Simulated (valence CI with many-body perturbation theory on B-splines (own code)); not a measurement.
# Energy levels of Cu²³⁺

Calculated by configuration interaction combined with many-body perturbation theory (CI+MBPT): four valence electrons over a frozen Dirac-Fock core [He], a basis of 11 s, 11 p, 10 d, 8 f, 5 g, 2 h functions for each j, with the one-electron correlation potential Σ1, the two-electron term Σ2, the three-electron term Σ3, Breit, model QED; selected CI, second order for the rest, scaled by the run's own slope (own B-spline code, finite nucleus).

No measured levels were compared; by estimate levels of excited configurations hold to 0.05 to 0.15 % of their energy, terms of the ground configuration to about 0.5 %. Among the levels kept, up to 1000 cm⁻¹ of a level comes from second order outside the variational space, and about a tenth of that is noise between levels of different J, which matters for small intervals.

Levels 136 to 180 of 197, with energies above the lowest level, 2s²2p² ³P_0. "Leading %" is the weight of the configuration and term that name the level; weights of strongly mixed levels are sums over their largest components and can fall short, so below about 35 % the name and the second component can differ from the true leading terms, or belong to a minority configuration. In the jj column 3d3/2^4 stands for four electrons in 3d with j = 3/2.

```csv
No.,Configuration,Term,J,E (eV),Leading %,Leading jj,g
136,2s2p²3d,³P,1,1415.1,38,2s 2p1/2 2p3/2 3d3/2 (48 %),1.060
137,2s2p²3d,¹F,3,1415.4,37,2s 2p3/2^2 3d5/2 (46 %),1.125
138,2s2p²3p,³P°,1,1415.8,54,2s 2p3/2^2 3p3/2 (74 %),1.331
139,2s2p²3d,¹G,4,1415.8,65,2s 2p3/2^2 3d3/2 (58 %),1.069
140,2s2p²3d,³F,2,1417.9,49,2s 2p1/2 2p3/2 3d3/2 (59 %),0.946
141,2s2p²3d,³S,1,1418.3,50,2s 2p1/2 2p3/2 3d3/2 (42 %),1.559
142,2p³3s,⁵S°,2,1420.1,42,2p1/2^2 2p3/2 3s (31 %),1.523
143,2s2p²3d,³D,3,1420.5,38,2s 2p1/2 2p3/2 3d5/2 (46 %),1.163
144,2p³3s,⁵S°,2,1421.8,36,2s 2p3/2^2 3p3/2 (39 %),1.477
145,2s2p²3d,¹D,2,1421.9,42,2s 2p3/2^2 3d5/2 (50 %),1.148
146,2s2p²3d,³D,2,1423.0,44,2s 2p1/2 2p3/2 3d5/2 (48 %),1.220
147,2s2p²3d,¹P,1,1423.8,55,2s 2p3/2^2 3d5/2 (46 %),1.132
148,2s2p²3d,¹S,0,1424.6,83,2s 2p3/2^2 3d5/2 (39 %),
149,2s2p²3p,¹P°,1,1426.8,65,2s 2p3/2^2 3p3/2 (47 %),1.195
150,2p³3s,³S°,1,1433.1,32,2p1/2^2 2p3/2 3s (58 %),1.457
151,2s2p²3d,³F,4,1441.5,87,2s 2p3/2^2 3d5/2 (81 %),1.227
152,2s2p²3d,³D,3,1441.9,58,2s 2p3/2^2 3d5/2 (67 %),1.230
153,2s2p²3d,¹P,1,1442.1,47,2s 2p3/2^2 3d3/2 (57 %),0.916
154,2s2p²3d,³D,2,1443.7,51,2s 2p3/2^2 3d3/2 (78 %),0.992
155,2p³3s,³D°,2,1444.6,64,2p1/2 2p3/2^2 3s (67 %),1.272
156,2s2p²3d,³D,3,1444.6,73,2s 2p3/2^2 3d5/2 (59 %),1.290
157,2p³3p,⁵P,2,1445.3,33,2p1/2^2 2p3/2 3p1/2 (32 %),1.485
158,2p³3p,⁵P,1,1445.5,42,2s 2p3/2^2 3d3/2 (36 %),1.485
159,2p³3s,³D°,1,1446.2,62,2p1/2 2p3/2^2 3s (82 %),0.995
160,2s2p²3d,³D,1,1446.3,48,2s 2p3/2^2 3d3/2 (36 %),1.214
161,2s2p²3d,¹D,2,1447.0,49,2s 2p3/2^2 3d5/2 (62 %),1.196
162,2s2p²3d,³D,2,1448.2,33,2s 2p3/2^2 3d5/2 (31 %),1.344
163,2s2p²3d,³P,0,1449.2,90,2s 2p3/2^2 3d3/2 (82 %),
164,2s2p²3d,³P,1,1450.0,70,2s 2p3/2^2 3d5/2 (48 %),1.393
165,2p³3s,³D°,3,1450.3,95,2p1/2 2p3/2^2 3s (95 %),1.329
166,2s2p²3d,¹F,3,1451.0,81,2s 2p3/2^2 3d3/2 (42 %),1.035
167,2p³3p,⁵P,3,1451.9,79,2p1/2^2 2p3/2 3p3/2 (56 %),1.583
168,2p³3s,¹D°,2,1454.2,73,2p1/2 2p3/2^2 3s (92 %),1.046
169,2p³3p,³P,1,1454.9,60,2p1/2^2 2p3/2 3p3/2 (75 %),1.440
170,2s2p²3d,¹D,2,1457.6,40,2s 2p3/2^2 3d5/2 (27 %),1.239
171,2s2p²3d,¹D,2,1460.4,40,2s 2p3/2^2 3d5/2 (23 %),1.260
172,2p³3p,³P,0,1462.1,97,2p1/2 2p3/2^2 3p3/2 (65 %),
173,2p³3p,³D,1,1466.4,38,2p1/2 2p3/2^2 3p1/2 (69 %),1.072
174,2p³3p,³F,2,1469.4,49,2p1/2 2p3/2^2 3p1/2 (78 %),0.978
175,2p³3s,³P°,0,1469.6,95,2p1/2 2p3/2^2 3s (95 %),
176,2p³3s,³P°,1,1471.4,72,2p1/2 2p3/2^2 3s (92 %),1.376
177,2p³3p,³D,2,1473.6,61,2p1/2 2p3/2^2 3p3/2 (62 %),1.138
178,2p³3p,³F,3,1473.8,71,2p1/2 2p3/2^2 3p1/2 (57 %),1.163
179,2p³3p,¹F,3,1475.6,50,2p1/2 2p3/2^2 3p3/2 (43 %),1.170
180,2p³3p,¹P,1,1477.7,50,2p1/2 2p3/2^2 3p3/2 (82 %),0.880
```

Names give the largest LS component (configuration and term), which can be under half, so a name can repeat, a term be missing and a line seem to break the LS rules; names also repeat where a configuration has a term twice.

Where two levels of one J and parity lie close, their mixing, g and order are uncertain.
